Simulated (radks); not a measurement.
Values are calculated unless marked as measured or tabulated.
The carbon anion C4-, [Ne], held by a Watson sphere: a shell of charge +4 at radius R that stands for the Madelung well of a crystal (potential energy -4/R inside, -4/r outside, in hartree with lengths in bohr). Level of theory: non-relativistic Kohn-Sham, LDA (Slater exchange, VWN5 correlation), spin-polarised, spherical densities, point nucleus (a radial shooting solver on a logarithmic mesh with Libxc functionals). Response by self-consistent Sternheimer equations with the Hartree and adiabatic LDA kernel. The sphere does not respond.

| R (bohr) | e(1s) (eV) | e(2s) (eV) | e(2p) (eV) | <r> 2p (bohr) | sum of <r^2> (bohr^2) | X-ray form factor at sin(theta)/lambda = 0.3 1/angstrom | alpha (bohr^3) |
|---|---|---|---|---|---|---|---|
| 1.75 | -262.29 | -17.247 | -8.582 | 1.832 | 31.46 | 2.733 | 18.38 |
| 1.8 | -262.42 | -16.976 | -8.402 | 1.861 | 32.41 | 2.689 | 19.54 |
| 2.18 | -263.54 | -15.090 | -7.175 | 2.081 | 39.98 | 2.472 | 30.57 |
| 2.36 | -264.03 | -14.323 | -6.673 | 2.184 | 43.78 | 2.424 | 37.45 |
| 2.6 | -264.59 | -13.429 | -6.076 | 2.322 | 49.10 | 2.396 | 48.71 |
| 2.71 | -264.81 | -13.066 | -5.827 | 2.385 | 51.63 | 2.392 | 54.81 |
| 3.05 | -265.34 | -12.113 | -5.151 | 2.582 | 59.88 | 2.401 | 78.05 |
